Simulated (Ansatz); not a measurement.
Breaking the As1–As2 bond in As2 (multiplicity 1 held). Energies count from the point at 2.104 Å.


U- levels take the lowest unrestricted solution at each point, which mixes spins at long bonds. Active spaces are followed from rest. Curves can end on different states.

Frozen-core correlation. Filled d and f shells under p-block atoms count as core.

Run with Ansatz (Gaussian basis) for Hartree–Fock, density functionals and correlated methods. 

Q: Give the energy at R = 8.417 Å at the level U-MP2/cc-pVTZ.

A: 57.9 kcal/mol

Q: Predict the energy at R = 8.417 Å from FIC-MRCISD+Q on CASSCF(10,8)/cc-pVTZ.

A: 81.1 kcal/mol

Doubts at one or more of the structures used: a spin-contaminated determinant (U-MP2/cc-pVTZ).

Ansatz is a first-principles code.
